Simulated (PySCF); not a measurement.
Input of a run (PBE0-D3(BJ)/def2-SVP geometry optimisation, gas phase (PySCF 2.14.0)), started from GFN2-xTB:
```
{"job": {"xc": "PBE0", "basis": "def2-SVP", "d3": "d3bj", "grid": 1, "maxiter": 40, "shake": 0.03, "kind": "geom"}, "charge": -2, "multiplicity": 1}
Si     0.060690    -0.078160     0.014200
O      0.193840     0.156860     1.772880
C      1.045150     1.072200     2.276660
H      2.226770     0.857620     1.957280
H      1.041980     1.005410     3.365400
H      0.854990     2.110480     1.956090
O     -0.182490    -0.178160    -1.776500
C     -1.063220    -1.060000    -2.316610
H     -0.889880    -2.076260    -1.893300
H     -1.051150    -1.039660    -3.366100
H     -2.159080    -0.843950    -1.953120
O      1.801410     0.081140    -0.210640
C      2.252500     0.936750    -1.212240
H      1.884790     0.681910    -2.157360
H      3.412000     0.729370    -1.174540
H      2.097140     1.999420    -0.945690
O     -1.776950    -0.048570     0.224700
C     -2.366570    -0.889610     1.202360
H     -2.098060    -1.981390     0.984400
H     -3.501990    -0.748810     1.182060
H     -1.994830    -0.664090     2.152050
O     -0.088630     1.726610    -0.173740
C     -1.028940     2.409550    -1.031260
H     -0.896600     2.098350    -2.032710
H     -0.919960     3.428040    -0.849280
H     -2.093220     2.088480    -0.694240
O      0.099070    -1.841820     0.200980
C      1.078280    -2.353720     0.998180
H      2.077220    -2.086520     0.642700
H      0.931560    -3.424840     0.835150
H      0.892760    -2.077330     2.015720
```

Output (energies in Eh, forces in Eh/bohr):
```
step   0  E = -978.82571635  max force = 0.085140
step   1  E = -978.87495962  max force = 0.025648
step   2  E = -978.87747616  max force = 0.013869
step   3  E = -978.88143203  max force = 0.012421
step   4  E = -978.88193560  max force = 0.006214
step   5  E = -978.87991324  max force = 0.013645
step   6  E = -978.88251172  max force = 0.006099
step   7  E = -978.88275875  max force = 0.003528
step   8  E = -978.88208075  max force = 0.005936
step   9  E = -978.88284191  max force = 0.002388
step  10  E = -978.88290742  max force = 0.003716
step  11  E = -978.88301102  max force = 0.000620
step  12  E = -978.88304872  max force = 0.000647
step  13  E = -978.88307193  max force = 0.000627
step  14  E = -978.88307380  max force = 0.000319
optimisation converged
```

Summarise the run.

The energy falls by 1.561 eV over 15 energy and gradient evaluations, the largest force component goes from 0.0851 to 3.2e-04 Eh/bohr, and the atoms move by 0.174 Å rms after alignment. The bond that changes most is C3–H4 (ends: carbon bonded to O and 3 H; hydrogen on carbon), which shortens by 0.127 Å. Bonds longer at the end by more than 0.005 Å: 15 of 30; shorter: 12. Among the angles that change most is O27–C28–H30, from 100.6° to 110.8°. Among the dihedrals that turn most is O2–Si1–O17–C18, from -51° to -39°. The energy rose by more than 1e-6 Eh at steps 5 and 8. The first step brought 86 % of the lowering.

What are the final bond lengths?

Si1–O2 1.804 Å, Si1–O7 1.805 Å, Si1–O12 1.805 Å, Si1–O17 1.804 Å, Si1–O22 1.804 Å, Si1–O27 1.805 Å, O2–C3 1.357 Å, C3–H4 1.116 Å, C3–H5 1.123 Å, C3–H6 1.116 Å, O7–C8 1.357 Å, C8–H9 1.115 Å, C8–H10 1.123 Å, C8–H11 1.117 Å, O12–C13 1.357 Å, C13–H14 1.115 Å, C13–H15 1.123 Å, C13–H16 1.117 Å, O17–C18 1.357 Å, C18–H19 1.116 Å, C18–H20 1.122 Å, C18–H21 1.115 Å, O22–C23 1.357 Å, C23–H24 1.116 Å, C23–H25 1.122 Å, C23–H26 1.116 Å, O27–C28 1.357 Å, C28–H29 1.116 Å, C28–H30 1.123 Å, C28–H31 1.117 Å. Numbering counts from 1 in the input's order; the species is [Si(OMe)6]2-, `CO[Si-2](OC)(OC)(OC)(OC)OC`.

The run used 276 basis functions and 106 SCF cycles in all.

Not checked by PBE0-D3(BJ)/def2-SVP frequencies. Whether so highly charged an anion holds all its electrons in the gas phase wasn't checked; a finite basis holds them in any case. No counter-ion or solvent screens the charge of this multiply charged ion.
